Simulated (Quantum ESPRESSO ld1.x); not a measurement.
Q: Species: Bi76+. Configuration: [He] 2s2 2p3 (the NIST ground configuration). Method: scalar-relativistic Kohn-Sham, LDA (Slater exchange, VWN5 correlation), spin-polarised, spherical densities, point nucleus; open shells are filled with parallel spins first; computed with ld1.x of Quantum ESPRESSO 7.5. Some entries of the table are withheld. Estimate them.

| orbital | occ. | eigenvalue (hartree) | <r> (bohr) | <r^2> (bohr^2) |
|---|---|---|---|---|
| 1s up | 1 | (1) | 0.01576 | 0.0003448 |
| 1s down | 1 | (2) | 0.01575 | 0.0003443 |
| 2s up | 1 | -885.324 | 0.06470 | (3) |
| 2s down | 1 | -881.344 | 0.06481 | (4) |
| 2p up | 3 | -803.315 | (5) | 0.004148 |
| 2p down | 0 | -798.739 | (6) | 0.004170 |

A: 
(1) 1s up eigenvalue (hartree): -3650.41
(2) 1s down eigenvalue (hartree): -3647.84
(3) 2s up <r^2> (bohr^2): 0.004952
(4) 2s down <r^2> (bohr^2): 0.004970
(5) 2p up <r> (bohr): 0.05839
(6) 2p down <r> (bohr): 0.05854
